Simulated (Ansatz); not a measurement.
Steps of a relaxation of `C[CH](C)[Al]([OH])[OH]` with RKS PBE-D4/def2-SVP.

```sh
$ ansatz run in.yaml --threads 2 --pin off --events-out ev --progress --plain --max-ram 32768MiB --backend cpu
```

```yaml
crystal:
  periodic: [false, false, false]
  atoms:
    - {symbol: C, position_ang: [-0.724900, -0.373400, 1.496000]}
    - {symbol: C, position_ang: [-0.058500, -0.656900, 0.173500]}
    - {symbol: C, position_ang: [1.419000, -0.789900, 0.383000]}
    - {symbol: Al, position_ang: [-0.360200, 0.770900, -1.207100]}
    - {symbol: O, position_ang: [-1.286000, 0.307500, -2.781900]}
    - {symbol: O, position_ang: [0.071200, 2.511600, -0.896400]}
    - {symbol: H, position_ang: [-0.386100, 0.638900, 1.905100]}
    - {symbol: H, position_ang: [-1.830400, -0.243900, 1.306400]}
    - {symbol: H, position_ang: [-0.585900, -1.114500, 2.271700]}
    - {symbol: H, position_ang: [-0.446100, -1.613200, -0.199000]}
    - {symbol: H, position_ang: [1.870900, 0.159400, 0.802000]}
    - {symbol: H, position_ang: [1.675800, -1.591500, 1.148000]}
    - {symbol: H, position_ang: [1.907900, -1.029800, -0.572300]}
    - {symbol: H, position_ang: [-0.581100, 0.089300, -3.369300]}
    - {symbol: H, position_ang: [-0.707400, 2.885000, -0.430300]}
basis:
  gaussian: {orbitals: def2-SVP}
hamiltonian: {xc: pbe, dispersion: d4}
relax: {f_tol: 0.03, max_steps: 200}
```

Positions (Å) and forces (eV/Å) along the path, 8 of 10 steps:

```xyz
15
step=1 energy=-13930.8623 eV
C    -0.725   -0.373    1.496   -1.477    2.429   -0.418
C    -0.059   -0.657    0.173   -0.043    0.335   -0.041
C     1.419   -0.790    0.383    1.259    0.013    0.785
Al   -0.360    0.771   -1.207   -1.191    0.460   -1.179
O    -1.286    0.307   -2.782    0.243    1.083    3.234
O     0.071    2.512   -0.896   -0.677   -1.657   -0.126
H    -0.386    0.639    1.905   -0.169   -0.840   -0.140
H    -1.830   -0.244    1.306    0.352   -0.191    0.479
H    -0.586   -1.115    2.272    0.247   -0.789    0.581
H    -0.446   -1.613   -0.199   -0.234   -0.339   -0.433
H     1.871    0.159    0.802   -0.167   -0.449   -0.354
H     1.676   -1.591    1.148   -0.113    0.343   -0.560
H     1.908   -1.030   -0.572    0.570   -0.160   -0.134
H    -0.581    0.089   -3.369    1.135   -0.471   -1.570
H    -0.707    2.885   -0.430    0.267    0.235   -0.123
15
step=2 energy=-13931.3044 eV
C    -0.782   -0.350    1.509   -0.195    0.636    0.151
C    -0.044   -0.662    0.207   -0.318    0.227   -0.499
C     1.468   -0.802    0.379    0.369    0.081    0.498
Al   -0.458    0.733   -1.155   -0.128    0.322   -1.098
O    -1.275    0.316   -2.724    1.119    0.237    1.176
O     0.083    2.419   -0.907   -1.497   -0.444    0.413
H    -0.445    0.628    1.945   -0.060   -0.285   -0.092
H    -1.890   -0.266    1.375    0.260   -0.103   -0.001
H    -0.603   -1.118    2.281    0.040   -0.240    0.234
H    -0.448   -1.603   -0.219   -0.036   -0.128   -0.021
H     1.930    0.139    0.767   -0.085   -0.143   -0.125
H     1.728   -1.594    1.130   -0.080    0.091   -0.149
H     1.995   -1.067   -0.560   -0.016   -0.013   -0.056
H    -0.573    0.230   -3.407   -0.434    0.101    0.037
H    -0.708    2.947   -0.592    1.060   -0.338   -0.470
15
step=3 energy=-13931.4169 eV
C    -0.780   -0.343    1.518    0.076   -0.112    0.145
C    -0.041   -0.668    0.208   -0.179    0.095   -0.263
C     1.477   -0.815    0.403    0.077   -0.037    0.064
Al   -0.427    0.704   -1.167   -0.009    0.194   -0.095
O    -1.253    0.302   -2.659    1.566    0.153   -1.157
O     0.065    2.367   -0.888   -1.765    0.661    0.344
H    -0.444    0.621    1.956    0.020    0.027   -0.025
H    -1.883   -0.280    1.395    0.049   -0.020   -0.061
H    -0.590   -1.123    2.294   -0.008    0.020   -0.023
H    -0.448   -1.616   -0.214    0.046    0.006    0.083
H     1.942    0.126    0.768   -0.017    0.021    0.011
H     1.719   -1.601    1.154   -0.015   -0.013    0.043
H     2.013   -1.100   -0.529   -0.079    0.014   -0.003
H    -0.621    0.413   -3.452   -1.384   -0.104    1.316
H    -0.750    2.963   -0.756    1.623   -0.904   -0.379
15
step=5 energy=-13931.6978 eV
C    -0.786   -0.404    1.534   -0.005   -0.015   -0.011
C    -0.039   -0.690    0.222   -0.016    0.096   -0.120
C     1.479   -0.794    0.445    0.025   -0.039    0.064
Al   -0.408    0.676   -1.146   -0.055    0.015    0.003
O    -1.205    0.252   -2.623    0.311    0.096   -0.342
O     0.076    2.315   -0.862   -0.358    0.221    0.025
H    -0.481    0.571    1.971   -0.018   -0.003    0.012
H    -1.887   -0.378    1.391   -0.012    0.009    0.030
H    -0.572   -1.184    2.300   -0.003   -0.003    0.020
H    -0.406   -1.648   -0.205   -0.008   -0.059    0.024
H     1.905    0.168    0.803    0.027   -0.007    0.005
H     1.718   -1.559    1.218    0.037   -0.006    0.011
H     2.029   -1.081   -0.476    0.005    0.004   -0.015
H    -0.891    0.682   -3.446   -0.293   -0.129    0.287
H    -0.556    3.023   -1.099    0.363   -0.181    0.007
15
step=6 energy=-13931.7661 eV
C    -0.792   -0.420    1.525   -0.027    0.072   -0.022
C    -0.038   -0.680    0.203    0.085   -0.357    0.423
C     1.482   -0.783    0.466   -0.022    0.065   -0.111
Al   -0.426    0.669   -1.153    0.061    0.111   -0.073
O    -1.140    0.195   -2.651    0.089    0.176   -0.215
O     0.038    2.293   -0.789   -0.268    0.206   -0.124
H    -0.514    0.563    1.962   -0.013   -0.001    0.003
H    -1.896   -0.422    1.398    0.003    0.008   -0.024
H    -0.555   -1.190    2.296    0.019   -0.003   -0.061
H    -0.387   -1.659   -0.202    0.023    0.059   -0.039
H     1.896    0.178    0.840   -0.003   -0.012   -0.012
H     1.726   -1.555    1.234   -0.084    0.011   -0.026
H     2.047   -1.051   -0.451    0.030    0.003   -0.006
H    -1.075    0.745   -3.453   -0.101   -0.144    0.206
H    -0.388    3.069   -1.197    0.209   -0.194    0.081
15
step=7 energy=-13931.7948 eV
C    -0.790   -0.403    1.526    0.059   -0.032    0.076
C    -0.030   -0.698    0.222   -0.078    0.066   -0.084
C     1.487   -0.802    0.455    0.033   -0.032    0.039
Al   -0.406    0.669   -1.142   -0.119    0.085   -0.125
O    -0.994    0.172   -2.683    0.014    0.019   -0.093
O    -0.143    2.314   -0.708    0.006    0.093   -0.005
H    -0.513    0.585    1.951   -0.005    0.011   -0.010
H    -1.891   -0.407    1.388   -0.005    0.004   -0.015
H    -0.554   -1.163    2.305   -0.021   -0.008    0.024
H    -0.392   -1.670   -0.184    0.014    0.039   -0.037
H     1.908    0.152    0.839    0.013    0.005    0.012
H     1.723   -1.587    1.209    0.042   -0.008    0.024
H     2.043   -1.060   -0.471   -0.001   -0.010    0.002
H    -1.162    0.719   -3.467    0.028   -0.039    0.158
H    -0.308    3.127   -1.211    0.021   -0.193    0.035
15
step=8 energy=-13931.7931 eV rejected
C    -0.791   -0.400    1.523    0.051   -0.023    0.066
C    -0.034   -0.703    0.220   -0.091    0.214   -0.206
C     1.483   -0.800    0.448    0.026   -0.034    0.043
Al   -0.408    0.682   -1.150   -0.030   -0.275    0.187
O    -0.969    0.150   -2.689    0.032    0.055    0.034
O    -0.147    2.316   -0.673   -0.012   -0.027   -0.048
H    -0.510    0.590    1.939   -0.001    0.018    0.008
H    -1.892   -0.398    1.384   -0.013   -0.005   -0.009
H    -0.560   -1.156    2.308   -0.014   -0.012    0.023
H    -0.397   -1.677   -0.182    0.016    0.053   -0.046
H     1.902    0.157    0.827    0.016    0.015    0.017
H     1.730   -1.580    1.203    0.034   -0.017    0.027
H     2.037   -1.057   -0.480    0.004   -0.018   -0.007
H    -1.167    0.711   -3.452   -0.018    0.049   -0.063
H    -0.298    3.115   -1.198    0.002    0.007   -0.028
15
step=10 energy=-13931.8015 eV
C    -0.784   -0.408    1.534   -0.002   -0.011    0.024
C    -0.030   -0.687    0.223    0.004    0.012   -0.003
C     1.488   -0.806    0.460    0.008   -0.005    0.010
Al   -0.417    0.679   -1.137   -0.007   -0.024   -0.020
O    -0.961    0.177   -2.692   -0.001   -0.003   -0.001
O    -0.175    2.328   -0.701   -0.001   -0.001   -0.004
H    -0.500    0.574    1.970   -0.003    0.004    0.002
H    -1.886   -0.400    1.396    0.004    0.005   -0.004
H    -0.557   -1.181    2.304   -0.003   -0.002    0.003
H    -0.394   -1.652   -0.197   -0.002   -0.004   -0.014
H     1.919    0.142    0.846    0.002    0.003    0.000
H     1.719   -1.592    1.216    0.004   -0.003    0.003
H     2.045   -1.071   -0.464   -0.007    0.001   -0.003
H    -1.167    0.762   -3.437    0.000   -0.001    0.002
H    -0.321    3.083   -1.290    0.004    0.028    0.005
```

Run time 26 s (2 threads of an AMD EPYC 7R13 on a shared host); peak host memory 0.21 GiB.
